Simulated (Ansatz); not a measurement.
Reactions of C2H6BClSi, SMILES `CC1[SiH2]B1Cl`.

Calculated with Ansatz (gas phase, PBE0-D4/def2-TZVP geometries, no zero-point term in ΔE). CBS: MP2 limit from def2 TZ/QZ plus the TZ coupled-cluster correction, frozen cores. This one scheme is used for every species. def2 core potentials past Kr. For In outer-core shells are correlated without core-valence functions, which leaves a few kJ/mol of doubt a bond. One conformer a species, not always the lowest.

```json
{"reaction": "`CC1[SiH2]B1Cl` → `B/C([SiH3])=C\\Cl`", "HF/CBS(def2) (eV)": "0.23", "CCSD(T)/CBS(def2) (eV)": "0.71"}
{"reaction": "`CC1[SiH2]B1Cl` + `[CH3][In]([OH])[Cl]` → `C[O][In]([CH3])[Cl]` + `ClB1C[SiH2]1`", "HF/CBS(def2) (eV)": "0.39", "CCSD(T)/CBS(def2) (eV)": "0.56"}
{"reaction": "`CC1[SiH2]B1Cl` → `ClBC1C[SiH2]1`", "HF/CBS(def2) (eV)": "-0.97", "CCSD(T)/CBS(def2) (eV)": "-0.87"}
{"reaction": "`CC1[SiH2]B1Cl` + H₂ → `ClB1C[SiH2]1` + CH₄", "HF/CBS(def2) (eV)": "-0.96", "CCSD(T)/CBS(def2) (eV)": "-0.69"}
```

Largest T1 diagnostic: 0.014, for `C[O][In]([CH3])[Cl]`.
